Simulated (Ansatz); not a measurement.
A structure relaxed at PBE0-D4/def2-TZVP, charge 0, multiplicity 2:

Cartesian coordinates in Å:
```
C 1.028 1.576 0.361
O 0.280 0.429 0.653
Sn -1.092 -0.276 -0.584
N -0.997 -2.221 0.014
H 0.469 2.499 0.569
H 1.921 1.581 0.995
H 1.365 1.614 -0.685
H -0.382 -0.144 -2.180
H -0.756 -2.292 0.997
H -1.836 -2.766 -0.143
```

Task: Give its formula and SMILES.

Result: CH6NOSn, `C[O][SnH][NH2]`.

Task: Summarise the bond lengths by kind.

Result: 1 × C–O 1.401 Å; 3 × C–H 1.095 to 1.100 Å; 1 × O–Sn 1.977 Å; 1 × N–Sn 2.037 Å; 1 × H–Sn 1.752 Å; 2 × H–N 1.013 to 1.015 Å.

Computed with Ansatz.
